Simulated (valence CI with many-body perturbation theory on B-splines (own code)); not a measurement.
## Questions on Se12+

Calculated by configuration interaction combined with many-body perturbation theory (CI+MBPT): four valence electrons over a frozen Dirac-Fock core [Ar], a basis of 9 s, 9 p, 10 d, 8 f, 5 g, 3 h, 1 i functions for each j, with the one-electron correlation potential Σ1 (screened to all orders), the two-electron term Σ2, the three-electron term Σ3, Breit, model QED; selected single and double excitations, second order for the rest, scaled by the run's own slope (own B-spline code, finite nucleus).

No measured levels were compared; by estimate terms of the open shell hold to 2 to 4 % of their energy, and close levels can change places. Core correlation moves these levels by up to 6700 cm⁻¹, and in measured spectra 5 to 20 % of such shifts remained as error; rates that hang on mixing are uncertain with them. Only levels of the ground parity were solved; by the run's estimate the other parity begins above the list, which can be wrong where configurations are misplaced.

Rates and lifetimes use the calculated energies. Strong lines usually hold to 10 to 20 %, long lifetimes can be off by a factor of two.

Question: What is the ground level?

Answer: 3d4 5D_0, composition 96 % 3d4 5D + 4 % 3d4 3P.

Question: How is the term 5D of the ground level split?

Answer: J = 0 at 0.0, J = 1 at 1464, J = 2 at 3809, J = 3 at 6635, J = 4 at 9727 cm⁻¹.

Question: What is the ionisation energy?

Answer: 382.9 eV; NIST lists 383 ± 3 eV (theoretical).

Question: How well does LS coupling describe the low levels?

Answer: Among the lowest 20 levels the leading LS term, summed over configurations, holds 88 % on average. For single configurations the figures are 88 % in LS and 57 % in jj coupling. Terms mix most in the J = 3 level at 55648 cm⁻¹, where the leading one holds 62 %.
